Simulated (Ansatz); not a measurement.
Input and output for C₄H₃IO, SMILES `Ic1ccco1`.

```yaml
crystal:
  periodic: [false, false, false]
  atoms:
    - {symbol: I, position_ang: [0.369898, 1.016560, -2.971061]}
    - {symbol: C, position_ang: [0.120349, 0.374964, -1.042481]}
    - {symbol: C, position_ang: [0.631198, -0.686999, -0.373234]}
    - {symbol: C, position_ang: [0.089903, -0.604066, 0.943685]}
    - {symbol: C, position_ang: [-0.698606, 0.494434, 0.961542]}
    - {symbol: O, position_ang: [-0.689560, 1.104330, -0.248937]}
    - {symbol: H, position_ang: [1.304345, -1.428881, -0.769211]}
    - {symbol: H, position_ang: [0.268771, -1.278272, 1.765855]}
    - {symbol: H, position_ang: [-1.307800, 0.961627, 1.716840]}
basis:
  gaussian: {orbitals: def2-TZVP, fitting: {mean_field: def2-universal-jkfit}}
total_charge: 1
magnetization: {spin_polarized: true, initial_magnetization: 1}
hamiltonian: {xc: {name: B2PLYP}}
output: {forces: true}
```

```sh
$ ansatz run in.yaml --threads 2 --pin off --events-out ev --progress --plain --max-ram 32768MiB --backend cpu
```

It prints (some lines left out):

```
Functional definition: B2PLYP
649 factors; integrals over basis functions are off by at most 8.7e-1 eV
mean field evaluation 1: about -14300.7160 eV, gradient 5.5e1 eV
mean field evaluation 2: about -14300.7146 eV, gradient 5.5e1 eV
mean field evaluation 4: about -14316.1645 eV, gradient 6.3e0 eV
mean field evaluation 8: about -14316.6974 eV, gradient 7.9e-1 eV
mean field evaluation 16: about -14316.7199 eV, gradient 1.0e-2 eV
mean field -14316.71988299 eV, -526.1297514786 hartree, gradient 9.7e-6 eV, S^2 0.773379; 2 other end points of the search recorded, 0 dependent functions left out
9 core orbitals not correlated: weight in the atoms' cores, before any rotation towards them, 1.000 or more for the frozen orbitals, at most 0.000 for the correlated occupied ones
reference -14316.72004297 eV, -526.1297573579 hartree; 21, 20 occupied and 193, 194 virtual orbitals, 649 factors
second order -42.67666027 eV of doubles, -0.00000000 eV of singles
Total energy: -14328.24274125 eV, -526.5532087091 hartree
Atom 0 at     0.369898     1.016560    -2.971061 Å, force    -0.089354    -0.349610     0.923660 eV/Å
Atom 1 at     0.120349     0.374964    -1.042481 Å, force    -0.539681     1.797102    -2.021437 eV/Å
Atom 2 at     0.631198    -0.686999    -0.373234 Å, force     0.417213    -1.633526     2.037050 eV/Å
Atom 3 at     0.089903    -0.604066     0.943685 Å, force     1.415654    -1.558260    -0.836325 eV/Å
Atom 4 at    -0.698606     0.494434     0.961542 Å, force    -0.725304     1.197886    -0.349705 eV/Å
Atom 5 at    -0.689560     1.104330    -0.248937 Å, force    -0.470582     0.558175     0.201991 eV/Å
Atom 6 at     1.304345    -1.428881    -0.769211 Å, force     0.000787    -0.025895     0.048160 eV/Å
Atom 7 at     0.268771    -1.278272     1.765855 Å, force     0.012894     0.004152    -0.043251 eV/Å
Atom 8 at    -1.307800     0.961627     1.716840 Å, force    -0.021627     0.009976     0.039857 eV/Å
Dipole moment:    -0.041585    -0.441493     0.971772 e Å
```

Run time 44 s (2 threads of an AMD EPYC 7R13 on a shared host); peak host memory 1 GiB.
